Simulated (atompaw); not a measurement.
## u(r) = r·R(r): atom against pseudo-atom (Hf)

Columns: radius, all-electron u(r) and pseudo u(r) of the 5d shell (level -2.47 eV) of hafnium in the configuration [Kr] 4d10 4f14 5s2 5p6 5d2.5 6s1.5 6p0; LDA (PW92), scalar-relativistic, PAW (atompaw) scheme, atompaw 4.2.0.5.

| r (bohr) | all-electron | pseudo |
| --- | --- | --- |
| 0.108 | 0.1707 | 0.0004 |
| 0.215 | 0.0117 | 0.0032 |
| 0.323 | -0.2120 | 0.0108 |
| 0.431 | -0.2599 | 0.0248 |
| 0.538 | -0.1736 | 0.0465 |
| 0.646 | -0.0296 | 0.0767 |
| 0.754 | 0.1225 | 0.1153 |
| 0.862 | 0.2595 | 0.1613 |
| 0.969 | 0.3722 | 0.2129 |
| 1.077 | 0.4617 | 0.2691 |
| 1.185 | 0.5291 | 0.3270 |
| 1.292 | 0.5772 | 0.3835 |
| 1.400 | 0.6103 | 0.4374 |
| 1.508 | 0.6309 | 0.4858 |
| 1.615 | 0.6415 | 0.5266 |
| 1.723 | 0.6446 | 0.5593 |
| 1.831 | 0.6418 | 0.5826 |
| 1.938 | 0.6345 | 0.5967 |
| 2.046 | 0.6238 | 0.6022 |
| 2.154 | 0.6107 | 0.6000 |
| 2.262 | 0.5957 | 0.5916 |
| 2.369 | 0.5796 | 0.5788 |
| 2.477 | 0.5626 | 0.5628 |
| 2.585 | 0.5450 | 0.5453 |
| 2.692 | 0.5273 | 0.5274 |
| 2.800 | 0.5094 | 0.5094 |

Task: How many radial nodes do the two functions have?

Result: The all-electron 5d function has n − l − 1 = 2; the pseudo-wave has 0, since the states of the same l below it are removed with the core.

Task: Where does each function peak?

Result: Outermost all-electron maximum near 1.72 bohr, pseudo maximum near 2.05 bohr (to the table’s step).

Task: Is the pseudo-wave norm-conserving?

Result: No, it belongs to a PAW set: the norm inside the radius is not constrained, and the difference is carried by the augmentation charge.
